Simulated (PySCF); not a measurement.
# Phosphorus: highly charged ions in a basis for the neutral atom

P⁷⁺ [He] 2s2 2p4, P⁸⁺ [He] 2s2 2p3. All numbers are calculated (PySCF 2.14, the non-relativistic Hamiltonian (point nucleus), in def2-TZVP (5s5p2d1f, 37 functions)). No spin-orbit coupling, so a gap to NIST mixes the basis error with missing relativistic terms.

Changed run: basis of the neutral atom used for a highly charged ion. This setting is unsound on purpose.

| species | method | sound run (hartree) | changed run (hartree) | converged |
| --- | --- | --- | --- | --- |
| P⁷⁺ | UHF | not run | -316.66571 | yes |
| P⁷⁺ | MN15 | not run | -316.85171 | yes |
| P⁷⁺ | r2SCAN | not run | -316.92776 | yes |
| P⁸⁺ | UHF | not run | -305.34565 | yes |
| P⁸⁺ | MN15 | not run | -305.45176 | yes |
| P⁸⁺ | r2SCAN | not run | -305.52816 | yes |

Ionisation energy of P⁷⁺:

| method | changed run (eV) | NIST (eV) |
| --- | --- | --- |
| UHF | 308.03 | 309.6 ± 0.1 |
| MN15 | 310.21 | 309.6 ± 0.1 |
| r2SCAN | 310.20 | 309.6 ± 0.1 |

The contracted functions were made for the neutral atom and can be too rigid for a highly charged ion.
